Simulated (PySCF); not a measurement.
CH4BeO, SMILES [Be]([OH])[CH3].

The structure is a stationary point at B3LYP-D3(BJ)/def2-TZVP. One conformer was computed; it need not be the lowest.

Calculation: IEF-PCM-PBE0/def2-SVP (PySCF).

The values are the electrostatic part of the solvation free energy, E(continuum) − E(gas) at the gas-phase geometry, in a cavity of scaled van der Waals radii (PySCF's table); cavitation and dispersion terms are not included. A continuum can't describe solvent molecules that bind to the metal. In vacuum the orbital gap is 8.80 eV. The dipole moment in vacuum is 1.38 D.

Task: Estimate the values in water (ε = 78.36), dimethylsulfoxide (ε = 46.83), cyclohexanone (ε = 15.62). (Estimate from the structure and the level; the computed values follow.)

Result: 
```csv
solvent,ε,ΔG(elec) (kcal/mol),dipole (D),gap (eV)
water,78.36,-4.7,1.65,8.91
dimethylsulfoxide,46.83,-4.7,1.64,8.91
cyclohexanone,15.62,-4.4,1.62,8.91
```
